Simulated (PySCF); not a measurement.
# What a mistake does to a calculation on GeH5NOSi

Calculated results; nothing here was measured. They come from PySCF 2.14.0, an open-source quantum chemistry program, on an isolated molecule that a program drew, which may never have been made. The molecule is GeH5NOSi (charge 0, singlet), drawn as the SMILES string `[NH2][GeH2][Si]O`.

Each row is a Hartree-Fock (HF) and frozen-core CCSD(T) single point in the cc-pV(D+d)Z basis, meant for a local HF minimum. Run 1 is clean. Each other run has one planted mistake out of seven kinds, and not every kind appears here: one electron removed, one electron added, multiplicity raised by two, geometry at a saddle point, minimal basis STO-3G, one bond length entered in bohr, all coordinates scaled. The reference is restricted for singlets and unrestricted otherwise, and also for a bond in bohr. Adding or removing an electron swaps singlet and doublet. Electrons count all cores. HOMO and LUMO are orbital energies over both spins, the gradient is its largest component, and the lowest frequency (negative if imaginary) is given only where the gradient is small. Bond lengths are over the 8 bonds as drawn. T1 is the CCSD diagnostic: over 0.02 (restricted) or 0.045 (unrestricted) a single reference is doubtful. Germanium has the cc-pVDZ-PP basis, with a core potential (ECP10MDF) in place of its 10 inner electrons, and its 3s, 3p and 3d shells are frozen in CCSD(T).

Geometry of the clean run:
```xyz
9
GeH5NOSi, angstrom
N     0.6585    2.6029    0.9271
Ge    0.8918    2.9193   -0.8899
Si   -1.1513    3.5190   -2.2106
O    -0.7865    2.7483   -3.6272
H    -0.0643    1.9349    1.1369
H     0.4516    3.4390    1.4479
H     1.5730    1.6580   -1.4721
H     1.9207    4.0661   -0.9641
H    -0.0029    2.2290   -3.7425
```

| run | electrons | basis functions | <S^2> | HOMO (eV) | LUMO (eV) | gradient (hartree/bohr) | lowest frequency (cm^-1) | mean bond (Å) | longest bond (Å) | T1 | HF (hartree) | CCSD(T) (hartree) | mistake |
|---|---|---|---|---|---|---|---|---|---|---|---|---|---|
| 1 | 66 | 99 | 0.000 | -7.96 | 0.87 | 2.3e-05 | 29 | 1.5085 | 2.506 | 0.0161 | -714.53748 | -715.13834 | no fault |
| 2 | 66 | 99 | 0.000 | -7.66 | 1.25 | 8.0e-02 | - | 1.4014 | 2.328 | 0.0139 | -714.48602 | -715.07280 | all coordinates scaled |
| 3 | 65 | 99 | 0.794 | -15.18 | -6.17 | 4.9e-02 | - | 1.5085 | 2.506 | 0.0311 | -714.27844 | -714.86311 | one electron removed |
| 4 | 66 | 99 | 2.020 | -7.15 | 0.14 | 1.9e-02 | - | 1.5085 | 2.506 | 0.0247 | -714.50219 | -715.08280 | multiplicity raised by two |
| 5 | 66 | 99 | 1.224 | -7.85 | 1.01 | 1.8e-02 | - | 1.7152 | 3.513 | 0.0390 | -714.46201 | -715.02551 | ? |

**Which mistake was planted in run 5, and what did it cost?**

The mean bond changes by a factor of 1.137 and the longest by 1.402, so the molecule wasn't scaled as a whole. A length L in bohr read as angstrom grows by (1/0.5292 - 1) L = 0.890 L. The 8 bonds together grew by 8 x 0.2067 = 1.654 Å, which gives L = 1.859 Å. That is bond N1-Ge2, 1.859 Å in the clean geometry. So the mistake is: one bond length entered in bohr. Subtracting run 1 and multiplying by 627.51 kcal/mol a hartree, the energy moved by 47.4 kcal/mol in HF and 70.8 kcal/mol in CCSD(T).

